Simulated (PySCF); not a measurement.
A calculated (PBE, PySCF 2.14, x2c-TZVPPall with one added diffuse shell each of s, p, d, f type, the spin-free X2C one-electron Hamiltonian (Gaussian nucleus)) atom or ion has these occupied shells.

| shell | electrons | orbital energy (eV) | rms radius, mean of both spins (bohr) |
| --- | --- | --- | --- |
| 1s α | 1 | -80497.4 | 0.0190 |
| 1s β | 1 | -80497.4 | 0.0190 |
| 2s α | 1 | -14224.5 | 0.0769 |
| 2s β | 1 | -14224.4 | 0.0769 |
| 2p α | 3 | -12357.6 | 0.0704 |
| 2p β | 3 | -12357.4 | 0.0704 |
| 3s α | 1 | -3379.0 | 0.196 |
| 3s β | 1 | -3378.9 | 0.196 |
| 3p α | 3 | -2834.5 | 0.199 |
| 3p β | 3 | -2834.4 | 0.199 |
| 3d α | 5 | -2227.0 | 0.181 |
| 3d β | 5 | -2226.9 | 0.181 |
| 4s α | 1 | -753.66 | 0.433 |
| 4s β | 1 | -753.48 | 0.433 |
| 4p α | 3 | -573.92 | 0.461 |
| 4p β | 3 | -573.75 | 0.461 |
| 4d α | 5 | -351.29 | 0.493 |
| 4d β | 5 | -351.09 | 0.493 |
| 5s α | 1 | -133.89 | 0.980 |
| 5s β | 1 | -132.70 | 0.980 |
| 4f α | 7 | -107.29 | 0.549 |
| 4f β | 7 | -107.01 | 0.549 |
| 5p α | 3 | -85.841 | 1.13 |
| 5p β | 3 | -84.354 | 1.13 |
| 5d α | 5 | -30.952 | 1.58 |
| 5d β | 3 | -29.388 | 1.58 |
| 6s α | 1 | -24.701 | 2.59 |

Problem. Name the element and its charge.

Solution. Au²⁺ (gold, charge +2), in [Xe] 4f14 5d8 6s1, high-spin 4F determinant (an excited configuration).
